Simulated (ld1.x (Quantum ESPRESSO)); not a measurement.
Logarithmic derivatives: beryllium (Be), PAW

ld1.x (Quantum ESPRESSO) 7.5 input, shortened:

```
&input
   title='Be', zed=4., rel=1, dft='BLYP', iswitch=3,
   config='[He] 2s1.5 2p0 3d-2'
 /
 &inputp
   pseudotype=3, lpaw=.true., tm=.true., lloc=-1, rcloc=1.75,
   nlcc=.true., new_core_ps=.true., rcore=1.10,
   which_augfun='GAUSS', rmatch_augfun=1.05
 /
5
2S  1  0   1.50   0.00  1.10  1.45  0.0
2S  1  0   0.00  -0.25  1.10  1.45  0.0
2P  2  1   0.00   0.00  3.70  4.30  0.0
2P  2  1   0.00   2.80  3.70  4.30  0.0
3D  3  2  -2.00   0.25  4.20  4.90  0.0
 &test
   configts(1)='2s1.5 2p0'
 /
```

The phase is arctan(r·u′/u) with u = r·R(r), unwrapped; energies in Ry, scanned from -3 to 5 Ry. A pole is an energy at which the radial function vanishes at the test radius. The pseudo phase is shifted by a multiple of π to meet the all-electron one at the reference energy, and phase errors are pseudo minus all-electron; the curves can meet again beyond the range given. Levels narrower than the energy grid can be missing from the lists of poles.

| channel | radius (bohr) | reference energy (Ry) | poles, all-electron | poles, pseudo | unbroken range about the reference energy with phases within 0.05 rad | phase error 1 Ry above the reference energy (rad) |
| --- | --- | --- | --- | --- | --- | --- |
| s | 5.31 | -0.69 | -0.66, 0.67, 2.72 | -0.66, 0.67, 2.67, 3.70 | below 1.6 | -0.000 |
| p | 5.31 | -0.41 | -0.36, 0.76, 2.61 | -0.36, 0.64, 2.61 | below -0.2 | -0.063 |
| d | 5.31 | 0.25 | 0.46, 1.96, 4.23 | 0.48, 2.91 | below 0.8 | +1.707 |

Phases in the p channel:

```
E (Ry)  all-electron   pseudo
 -3.00         1.457    1.457
 -2.76         1.452    1.452
 -2.52         1.446    1.446
 -2.28         1.438    1.438
 -2.04         1.430    1.430
 -1.80         1.419    1.419
 -1.56         1.405    1.405
 -1.32         1.387    1.386
 -1.08         1.360    1.359
 -0.84         1.314    1.311
 -0.60         1.185    1.177
 -0.36        -1.579   -1.585
 -0.12        -1.945   -2.010
  0.12        -2.840   -3.586
  0.36        -4.378   -4.527
  0.60        -4.634   -4.696
  0.84        -4.742   -4.788
  1.08        -4.833   -4.886
  1.32        -4.991   -5.098
  1.56        -5.878   -6.440
  1.80        -7.502   -7.544
  2.04        -7.715   -7.721
  2.28        -7.793   -7.794
  2.52        -7.840   -7.840
  2.76        -7.878   -7.878
  3.00        -7.917   -7.917
  3.24        -7.970   -7.969
  3.48        -8.076   -8.069
  3.72        -8.560   -8.454
  3.96       -10.527  -10.391
  4.20       -10.818  -10.781
  4.44       -10.900  -10.878
  4.68       -10.942  -10.924
  4.92       -10.970  -10.953
```
